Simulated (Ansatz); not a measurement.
Ansatz results at the PBE0-D4/def2-TZVP geometry: LUMO energy (B3LYP/def2-TZVPP) -0.48 eV; HOMO–LUMO gap (PBE/def2-TZVPP) 5.91 eV; HOMO energy (PBE/def2-TZVPP) -7.11 eV.

Each molecule was computed in one conformer, which needn't be the lowest.

(1) Which molecule gave them?
A. `N[SiH](N)N`
B. `C=C[SiH]([SiH3])[SiH3]`
C. `F[Si](F)(S)Cl`
D. `F[SiH2]I`

Answers

(1) C. The others give `N[SiH](N)N`: 0.73, 5.69, -5.42; `F[SiH2]I`: -0.78, 5.41, -6.81; `C=C[SiH]([SiH3])[SiH3]`: -0.94, 4.68, -6.37.

B3LYP here is the variant with VWN-RPA as its local correlation; programs differ in this.
